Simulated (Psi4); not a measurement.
C₄H₆, singlet, at a GFN2-xTB geometry; BHHLYP/6-31G, TDA run with Psi4.

Here is a job for Psi4.
```
memory 2 GB

molecule {
0 1
C    -0.00784167    1.11611200    0.31081817
C     0.00437126   -1.10877415    0.33611934
C     0.74234133    0.00016550   -0.34377631
C    -0.73861092   -0.00805308   -0.35162749
H    -0.01393707    1.17992953    1.39377732
H    -0.01059335    2.08133280   -0.18052822
H    -0.00115845   -1.14801157    1.42025042
H     0.01227604   -2.08489068   -0.13315037
H     1.50009494   -0.00423893   -1.09685445
H    -1.48824206   -0.02082279   -1.11269693
symmetry c1
}

set {
  basis 6-31g
  puream true
  save_jk true
  tdscf_states [5]
  tdscf_tda true
  d_convergence 1e-8
}

energy('td-bhhlyp')
print_variables()
```

Predict the main parts of the log of this Psi4 run.


```
   => Loading Basis Set <=

    Name: 6-31G
    Role: ORBITAL
    Keyword: BASIS

         ---------------------------------------------------------
                                   SCF
               by Justin Turney, Rob Parrish, Andy Simmonett
                          and Daniel G. A. Smith
                              RKS Reference
         ---------------------------------------------------------

  ==> Geometry <==

    Molecular point group: c1
    Full point group: C1

    Geometry (in Angstrom), charge = 0, multiplicity = 1:

       Center              X                  Y                   Z               Mass
    ------------   -----------------  -----------------  -----------------  -----------------
         C           -0.007870308866     1.116172550877     0.316156532425    12.000000000000
         C            0.004342621134    -1.108713599123     0.341457702425    12.000000000000
         C            0.742312691134     0.000226050877    -0.338437947575    12.000000000000
         C           -0.738639558866    -0.007992529123    -0.346289127575    12.000000000000
         H           -0.013965708866     1.179990080877     1.399115682425     1.007825032230
         H           -0.010621988866     2.081393350877    -0.175189857575     1.007825032230
         H           -0.001187088866    -1.147951019123     1.425588782425     1.007825032230
         H            0.012247401134    -2.084830129123    -0.127812007575     1.007825032230
         H            1.500066301134    -0.004178379123    -1.091516087575     1.007825032230
         H           -1.488270698866    -0.020762239123    -1.107358567575     1.007825032230

  Running in c1 symmetry.

  Rotational constants: A =      0.57002  B =      0.31748  C =      0.28647 [cm^-1]
  Rotational constants: A =  17088.91503  B =   9517.87594  C =   8588.28938 [MHz]
  Nuclear repulsion =  116.891230600573408

  Charge       = 0
  Multiplicity = 1
  Electrons    = 30
  Nalpha       = 15
  Nbeta        = 15

  ==> Algorithm <==

  SCF Algorithm Type is DF.
  DIIS enabled.
  MOM disabled.
  Fractional occupation disabled.
  Guess Type is SAD.
  Energy threshold   = 1.00e-06
  Density threshold  = 1.00e-08
  Integral threshold = 1.00e-12

  ==> Primary Basis <==

  Basis Set: 6-31G
    Blend: 6-31G
    Number of shells: 32
    Number of basis functions: 48
    Number of Cartesian functions: 48
    Spherical Harmonics?: true
    Max angular momentum: 1

  ==> DFT Potential <==

   => LibXC <=

[...]
  @DF-RKS Final Energy:  -155.77992897501761
    Total Energy =                       -155.7799289750176115
[...]
     3        A->A (1 A)       0.37476         10.19779       -155.40517       0.0292          0.0190         -0.0000         -0.0000
     4        A->A (1 A)       0.37688         10.25540       -155.40305       0.1614          0.1116         -0.0000         -0.0000
     5        A->A (1 A)       0.38142         10.37885       -155.39851       0.0047          0.0017          0.0000          0.0000

Contributing excitations
Only contributions with abs(coeff) > 1.00e-01 will be printed:

Excited State    1 (1 A):   0.34486 au   132.12 nm f = 0.0005
  Sums of squares: Xssq =  1.000000e+00
     15a  ->  16a    -0.993395 (98.683%)

Excited State    2 (1 A):   0.36202 au   125.86 nm f = 0.1414
  Sums of squares: Xssq =  1.000000e+00
     11a  ->  17a    -0.100571 ( 1.011%)
     12a  ->  22a     0.105381 ( 1.111%)
     14a  ->  19a     0.140952 ( 1.987%)
     14a  ->  26a     0.139192 ( 1.937%)
     15a  ->  17a    -0.944470 (89.202%)

Excited State    3 (1 A):   0.37476 au   121.58 nm f = 0.0292
  Sums of squares: Xssq =  1.000000e+00
     13a  ->  16a    -0.149844 ( 2.245%)
     15a  ->  20a     0.969069 (93.909%)

Excited State    4 (1 A):   0.37688 au   120.90 nm f = 0.1614
  Sums of squares: Xssq =  1.000000e+00
     15a  ->  18a    -0.992738 (98.553%)

Excited State    5 (1 A):   0.38142 au   119.46 nm f = 0.0047
  Sums of squares: Xssq =  1.000000e+00
     14a  ->  17a    -0.514411 (26.462%)
     15a  ->  19a     0.821314 (67.456%)
     15a  ->  23a     0.132937 ( 1.767%)
     15a  ->  26a     0.146766 ( 2.154%)

******************************************************************************************
**********                               WARNING                                **********
**********       The names of excited state variables changed between 1.5       **********
**********     and 1.6. For a quick solution, remove the symmetry specifier     **********
**********   from the variable name. For full details, see 'Notes on Psivars'   **********
**********                        in the documentation.                         **********
******************************************************************************************

  Variable Map:
  ----------------------------------------------------------------------------
[...]
  Array Variable Map:
  ----------------------------------------------------------------------------
[...]
[...]
```
